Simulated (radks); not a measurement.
All-electron atom: the gold ion Au3+ in [Xe] 4f14 5d7.75 6d0.25 (fractional occupations, a model configuration). Calculated with a radial shooting solver on a logarithmic mesh with Libxc functionals: Dirac Kohn-Sham, AM05, spin-unpolarised, spherical densities, point nucleus; open shells are shared between the two j in proportion to 2j + 1.

Spin-orbit splittings of the eigenvalues, e(l+1/2) - e(l-1/2), with zeta = 2 splitting/(2l+1) and mean radii in bohr:

shell  occ.  splitting (eV)  zeta (eV)  <r> j=l-1/2  <r> j=l+1/2
2p        6            1834       1222      0.05800      0.06655
3p        6           404.6      269.7       0.1737       0.1894
3d       10           87.01      34.80       0.1649       0.1696
4p        6           97.24      64.82       0.4095       0.4437
4d       10           18.11      7.245       0.4520       0.4633
4f       14           3.819      1.091       0.4948       0.5017
5p        6           16.94      11.30       0.9950        1.088
5d     7.75           1.897     0.7590        1.397        1.440
6d     0.25          0.2319    0.09275        4.025        4.099
